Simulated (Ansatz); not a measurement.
A run for Ansatz (a first-principles code): U-CCSD(T)/def2-QZVPP on WO+, 2S+1 = 4, a spin state set in the input, which need not be the lowest, a point of a bond scan (R = 1.638 Å). Charge +1. Elements past Kr take the def2 small-core potentials; no spin–orbit coupling. Files ending in .json are basis or fitting sets from the Basis Set Exchange.

Ansatz 0.2 input:
```yaml
crystal:
  periodic: [false, false, false]
  atoms:
    - {symbol: W, position_ang: [0.00000000, 0.00000000, 0.00000000]}
    - {symbol: O, position_ang: [0.00000000, 0.00000000, 1.63793500]}
basis:
  gaussian:
    orbitals: def2-QZVPP.json
    pivot_positions_ang: [[0.00000000, 0.00000000, 0.00000000], [0.00000000, 0.00000000, 1.63793500]]
total_charge: 1
magnetization: {spin_polarized: true, initial_magnetization: 3}
correlation: {method: ccsd_t, electrons: valence}
output: {orbitals: {seedname: ./end}}
```

The log:

```
WARN ansatz: RAYON_NUM_THREADS=2 ignored (pool sized by the plan → 2); use --threads N
Functional definition: HF
integrals: 0.45 GiB planned
961 factors; integrals over basis functions are off by at most 3.9e-4 eV
mean field: 0.41 GiB planned
mean field evaluation 1: about -3822.4741 eV, gradient 6.3e1 eV
mean field evaluation 2: about -3822.4750 eV, gradient 6.3e1 eV
mean field evaluation 4: about -3836.6901 eV, gradient 6.5e0 eV
mean field evaluation 8: about -3837.1102 eV, gradient 9.8e-1 eV
mean field evaluation 16: about -3837.2112 eV, gradient 5.8e-6 eV
mean field evaluation 32: about -3837.2084 eV, gradient 1.9e-1 eV
mean field evaluation 64: about -3832.6016 eV, gradient 5.9e0 eV
mean field evaluation 96: about -3836.7852 eV, gradient 2.7e0 eV
mean field evaluation 128: about -3834.9584 eV, gradient 2.2e0 eV
mean field evaluation 160: about -3835.2830 eV, gradient 1.9e-1 eV
mean field evaluation 192: about -3833.4001 eV, gradient 1.3e-3 eV
mean field evaluation 224: about -3831.5243 eV, gradient 1.2e-3 eV
mean field evaluation 256: about -3833.3999 eV, gradient 8.0e-2 eV
mean field evaluation 288: about -3832.0489 eV, gradient 9.6e-1 eV
mean field evaluation 320: about -3837.1239 eV, gradient 9.4e-1 eV
mean field evaluation 352: about -3832.2902 eV, gradient 9.7e0 eV
mean field evaluation 384: about -3831.6464 eV, gradient 2.8e-1 eV
mean field evaluation 416: about -3829.2244 eV, gradient 2.9e1 eV
mean field evaluation 448: about -3832.3869 eV, gradient 1.5e-3 eV
mean field evaluation 480: about -3829.5515 eV, gradient 2.6e1 eV
mean field evaluation 512: about -3832.0020 eV, gradient 5.5e-3 eV
mean field evaluation 544: about -3829.6563 eV, gradient 2.6e1 eV
mean field -3837.21121618 eV, -141.0149112394 hartree, gradient 5.8e-6 eV, S^2 4.022612; 8 other end points of the search recorded, 0 dependent functions left out
determinant -3837.21121618 eV, -141.0149112394 hartree, with singles and doubles -3854.73880363 eV, -141.6590381975 hartree
determinant -3835.28955248 eV, -140.9442914012 hartree, with singles and doubles -3852.55211516 eV, -141.5786788785 hartree
determinant -3832.38686729 eV, -140.8376196878 hartree, with singles and doubles -3848.49824576 eV, -141.4297019259 hartree
1 core orbitals not correlated
reference -3837.21121618 eV, -141.0149112394 hartree; 11, 8 occupied and 126, 129 virtual orbitals, 961 factors
second order -18.08569505 eV of doubles, -0.00000000 eV of singles
coupled cluster: 1.44 GiB planned
cycle   1  -17.43439147 eV  change    -1.3e0 eV  update   3.1e-2
cycle   2  -17.49989543 eV  change   -6.6e-2 eV  update   1.1e-2
cycle   3  -17.49929478 eV  change    6.0e-4 eV  update   8.1e-3
cycle   4  -17.51107403 eV  change   -1.2e-2 eV  update   4.2e-3
cycle   5  -17.51692206 eV  change   -5.8e-3 eV  update   2.5e-3
cycle   6  -17.52271269 eV  change   -5.8e-3 eV  update   9.4e-4
cycle   7  -17.52264485 eV  change    6.8e-5 eV  update   3.4e-4
cycle   8  -17.52307873 eV  change   -4.3e-4 eV  update   1.5e-4
cycle   9  -17.52315639 eV  change   -7.8e-5 eV  update   6.9e-5
cycle  10  -17.52311294 eV  change    4.3e-5 eV  update   2.7e-5
cycle  11  -17.52312212 eV  change   -9.2e-6 eV  update   1.3e-5
cycle  12  -17.52312935 eV  change   -7.2e-6 eV  update   5.1e-6
coupled cluster: 1.45 GiB planned
perturbative correction -0.95795113 eV, -0.0352040547 hartree
Total energy: -3855.69229666 eV, -141.6940784202 hartree
```

The calculation finished and met its thresholds. Its determinant has ⟨S²⟩ = 4.02, a mixture of spin states.

Cost: around 90 core-seconds (rough).
